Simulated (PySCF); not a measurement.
C4H12F4O12Si8: Orbital levels and atomic charges

System: C4H12F4O12Si8 (silsesquioxane), SMILES C[Si@]12O[Si@]3(C)O[Si@]4(C)O[Si@](C)(O1)O[Si@]1(F)O[Si@](F)(O2)O[Si@](F)(O3)O[Si@](F)(O4)O1.

Cartesian coordinates (Å):
```
  1 C    -3.145    1.996   -1.803
  2 Si   -1.892    1.113   -0.711
  3 O    -0.494    1.933   -0.716
  4 Si    1.041    2.049   -0.210
  5 C     1.835    3.586   -0.952
  6 O     1.876    0.735   -0.660
  7 Si    2.044   -0.877   -0.618
  8 C     3.538   -1.381   -1.646
  9 O     0.714   -1.592   -1.206
 10 Si   -0.890   -1.813   -1.118
 11 C    -1.443   -2.972   -2.494
 12 O    -1.657   -0.393   -1.263
 13 O    -1.263   -2.482    0.322
 14 Si   -1.206   -2.297    1.906
 15 F    -1.875   -3.588    2.541
 16 O    -2.077   -1.048    2.417
 17 Si   -2.181    0.549    2.303
 18 F    -3.437    0.971    3.175
 19 O    -2.471    1.043    0.813
 20 O    -0.914    1.281    2.964
 21 Si    0.671    1.460    2.789
 22 F     1.135    2.430    3.956
 23 O     1.065    2.172    1.416
 24 O     1.458    0.079    3.019
 25 Si    1.647   -1.386    2.392
 26 F     2.697   -2.129    3.320
 27 O     2.273   -1.353    0.925
 28 O     0.295   -2.249    2.471
 29 H    -2.791    2.058   -2.826
 30 H    -4.096    1.474   -1.811
 31 H    -3.327    3.006   -1.453
 32 H     1.836    3.537   -2.035
 33 H     1.300    4.483   -0.661
 34 H     2.863    3.694   -0.624
 35 H     3.680   -2.456   -1.631
 36 H     3.417   -1.077   -2.680
 37 H     4.446   -0.923   -1.269
 38 H    -2.514   -3.143   -2.457
 39 H    -1.207   -2.557   -3.468
 40 H    -0.953   -3.936   -2.417
```

Method: CAM-B3LYP/6-31G*, gas phase, PySCF, fitting set def2-universal-JFIT up to Ne and JKFIT beyond, grid level 1.

**Question.** Give the orbital energies near the gap.

**Answer.** 
```json
{"orbital": "HOMO-4", "eV": "-11.33"}
{"orbital": "HOMO-3", "eV": "-11.00"}
{"orbital": "HOMO-2", "eV": "-10.90"}
{"orbital": "HOMO-1", "eV": "-10.90"}
{"orbital": "HOMO", "eV": "-10.80"}
{"orbital": "LUMO", "eV": "0.53"}
{"orbital": "LUMO+1", "eV": "2.46"}
{"orbital": "LUMO+2", "eV": "2.48"}
{"orbital": "LUMO+3", "eV": "2.48"}
```

**Question.** Give the partial charges of the non-hydrogen atoms.

**Answer.** 
```csv
atom,Mulliken,IAO,Hirshfeld
C1,-0.68,-0.74,-0.19
Si2,1.06,1.59,0.54
O3,-0.60,-0.87,-0.31
Si4,1.06,1.59,0.54
C5,-0.68,-0.74,-0.19
O6,-0.60,-0.87,-0.31
Si7,1.06,1.59,0.54
C8,-0.68,-0.74,-0.19
O9,-0.60,-0.87,-0.31
Si10,1.06,1.59,0.54
C11,-0.68,-0.74,-0.19
O12,-0.60,-0.87,-0.31
O13,-0.59,-0.87,-0.30
Si14,1.18,1.80,0.59
F15,-0.34,-0.52,-0.18
O16,-0.58,-0.87,-0.29
Si17,1.18,1.80,0.59
F18,-0.34,-0.52,-0.18
O19,-0.59,-0.87,-0.30
O20,-0.58,-0.87,-0.29
Si21,1.18,1.80,0.59
F22,-0.34,-0.52,-0.18
O23,-0.59,-0.87,-0.30
O24,-0.58,-0.87,-0.29
Si25,1.18,1.80,0.59
F26,-0.34,-0.52,-0.18
O27,-0.59,-0.87,-0.30
O28,-0.58,-0.87,-0.29
```
